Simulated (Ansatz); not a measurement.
An input meant for the cluster Li4Te2⁺ (charge 1, doublet).

```yaml
crystal:
  periodic: [false, false, false]
  atoms:
    - {symbol: Li, position_ang: [-0.022766, -1.260411, -1.734886]}
    - {symbol: Li, position_ang: [-2.131229, 0.823068, 0.467839]}
    - {symbol: Li, position_ang: [1.223821, 1.570116, -0.747170]}
    - {symbol: Li, position_ang: [0.799915, -2.003002, 2.886453]}
    - {symbol: Te, position_ang: [-0.832897, 1.307235, -1.871212]}
    - {symbol: Te, position_ang: [0.636816, -0.446522, 0.993255]}
basis:
  gaussian: {orbitals: def2-TZVP}
total_charge: 1
magnetization: {spin_polarized: true, initial_magnetization: 1}
hamiltonian: {xc: {name: PBE0}, dispersion: d4}
relax: {f_tol: 0.0001, max_steps: 2}
output: {forces: true}
```

```sh
$ ansatz run in.yaml --threads 4 --pin off --events-out ev --progress --plain --max-ram 3916MiB
```

Output, abridged:

```
Functional definition: PBE0
1392 factors; their error is unknown
mean field evaluation 1: about -15399.1092 eV, gradient 2.7e1 eV
mean field evaluation 2: about -15397.5779 eV, gradient 3.8e1 eV
mean field evaluation 4: about -15403.9801 eV, gradient 2.2e0 eV
mean field evaluation 8: about -15404.2963 eV, gradient 4.9e-1 eV
mean field evaluation 16: about -15404.2970 eV, gradient 1.1e-3 eV
mean field -15404.29704567 eV, -566.0974750210 hartree, gradient 4.8e-5 eV, S^2 0.756391; 4 other end points of the search recorded, 0 dependent functions left out
reference -15404.29709147 eV, -566.0974767041 hartree; 30, 29 occupied and 126, 127 virtual orbitals, 1392 factors
relax step   1: F+E_penalty+E_count = -15404.46407840 eV  Δ(F+E_penalty+E_count) = +0.000e0 eV  max|allowed force component| = 1.100e0 eV/Å  Δτ_max = 0.0000 Å  (57 SCF iters, accepted)
1392 factors; their error is unknown
mean field evaluation 32: about -15404.3348 eV, gradient 2.0e-1 eV
mean field -15404.63145358 eV, -566.1097642848 hartree, gradient 1.3e-5 eV, S^2 0.755608; 0 other end points of the search recorded, 0 dependent functions left out
reference -15404.63149935 eV, -566.1097659669 hartree; 30, 29 occupied and 126, 127 virtual orbitals, 1392 factors
relax step   2: F+E_penalty+E_count = -15404.80235015 eV  Δ(F+E_penalty+E_count) = -3.383e-1 eV  max|allowed force component| = 2.595e-1 eV/Å  Δτ_max = 0.1947 Å  (44 SCF iters, accepted)
Error: geometry relaxation did not converge after 2 steps: max|allowed force component| = 2.60e-1 eV/Å (threshold 1.0e-4). Raise `relax.max_steps` over both its present limit and 2, loosen `relax.f_tol`, or start from a geometry closer to equilibrium. Where this run's directory can be resumed (`checkpoint.write`), a resume goes on for up to `relax.max_steps` more
```

In this input the relaxation is allowed too few steps for its threshold. The SCF steps converged, but the relaxation ran out of steps.
